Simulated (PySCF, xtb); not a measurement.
C2H5NO2Si, SMILES O=C/N=C/O[SiH3]. One conformer was computed; it need not be the lowest.

Harmonic wavenumbers (cm⁻¹) from GFN2-xTB (xtb 6.7.1) at its own minimum, in rising order: 64, 91, 104, 122, 233, 309, 525, 599, 638, 682, 737, 741, 775, 798, 895, 925, 1065, 1278, 1340, 1361, 1749, 1766, 2296, 2317, 2340, 2751, 2882.

**Question.** What does r2SCAN-D4/def2-SVP (PySCF 2.14.0) give at its own minimum? (Estimate from the structure and the level; the computed values follow.)

**Answer.** 64, 117, 184, 228, 284, 311, 576, 700, 705, 717, 823, 932, 938, 958, 1017, 1041, 1124, 1313, 1380, 1406, 1669, 1793, 2265, 2278, 2282, 2975, 3113. Paired by order, the mean absolute difference is 83 cm⁻¹ and the zero-point energies are 42.0 and 44.6 kcal/mol.
